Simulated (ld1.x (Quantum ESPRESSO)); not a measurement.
## scandium: one change to a TM potential, before and after

scandium (Sc), norm-conserving Troullier–Martins (Kleinman–Bylander form), made with ld1.x (Quantum ESPRESSO) 7.5 (PBE, scalar-relativistic). Core [Ar], reference 3d1 4s2 4p0. Waves: 4s (bound): rc 3.35 bohr; 4p (bound, empty): rc 2.95 bohr; 3d (bound): rc 2.70 bohr; 4f channel at -0.15 Ry: rc 3.45 bohr. Local part: the f channel. Core correction: Bessel-smoothed model core inside 2.05 bohr.

Change: all radii but the core radius scaled by about 1.11 (s 3.70, p 3.26, d 2.98, f 3.82 bohr).

Cutoffs: the cutoffs (Ry, on a coarse ladder) from which the occupation-weighted sum of valence levels, in a spherical-Bessel basis at the reference potential, stays within 10 and 1 mRy of its value at 400 Ry; they do not see the model core or the augmentation charge, which bear on the density cutoff. Errors are all-electron minus pseudo energies relative to the spin-unpolarised reference configuration.

Task: How do hardness, ghosts and transferability respond?

Result: The potential gets softer (30 Ry and 35 Ry → 25 Ry and 30 Ry); of the 7 tests that both files solve, the error grows in 4 and shrinks in 2 by more than 15 % and 0.3 meV (median size 10.2 → 5.3 meV); neither file shows a bound ghost. A larger radius leaves more room for a smooth pseudo-wave, so fewer plane waves are needed.

```tsv
quantity	base	changed
cutoff, loose	30 Ry	25 Ry
cutoff, tight	35 Ry	30 Ry
loose cutoff by channel (10 mRy a level)	s 6 Ry, d 30 Ry	s 6 Ry, d 25 Ry
bound ghosts	none	none
error for 3d1 4s1 4p0, meV [ΔE 6.90 eV]	+1.0	-0.5
error for 3d1 4s0 4p0, meV [ΔE 19.66 eV]	-36	-61
error for 3d1 4s1.5 4p0, meV [ΔE 2.75 eV]	+0.4	+0.3
error for 3d1 4s1 4p1, meV [ΔE 2.78 eV]	-1.9	-5.3
error for 3d0 4s2 4p0, meV [ΔE 8.38 eV]	+174	+270
error for 3d2 4s1 4p0, meV [ΔE 1.67 eV]	-41	-0.3
error for 3d1 4s0 4p2, meV [ΔE 5.67 eV]	-10	-28
```
